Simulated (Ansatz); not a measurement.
Species: sum formula BH4S3 (charge +1, singlet). It need not be the lowest isomer of its formula. 
Structure (B3LYP-D3(BJ)/def2-TZVP (Ansatz, a quantum-chemistry and plane-wave program) minimum search):
SMILES: SB(S)[SH2+]
```xyz
8

S      1.6375    -0.8566     0.0172
B      0.1504     0.0993     0.0693
S     -0.3061     1.7541     0.4948
S     -1.3747    -0.9090    -0.6255
H      2.4741     0.1162     0.4240
H      0.9284     2.1923     0.8038
H     -1.1443    -2.0975    -0.0235
H     -2.3164    -0.5231     0.2645
```
Charge +1, spin multiplicity 1.

Basis-set convergence of Hartree-Fock and CCSD(T) correlation energies (hartree) with Ansatz. Correlated levels leave the core frozen unless marked. No spin-orbit coupling. No relativistic terms.

```tsv
basis	functions	E(HF)	E(corr, CCSD(T))
cc-pV(D+d)Z	103	-1219.42334	-0.57236
cc-pV(T+d)Z	203	-1219.47281	-0.72130
cc-pV(Q+d)Z	367	-1219.48477	-0.76867
```

Extrapolating the two largest sets (X = 3 and 4) as X^-3: E(corr) = (64·(-0.76867) - 27·(-0.72130))/37 = -0.8032 Eh, an estimate of the basis-set limit. The largest set recovers 95.7 % of it, the smallest 71.3 %.
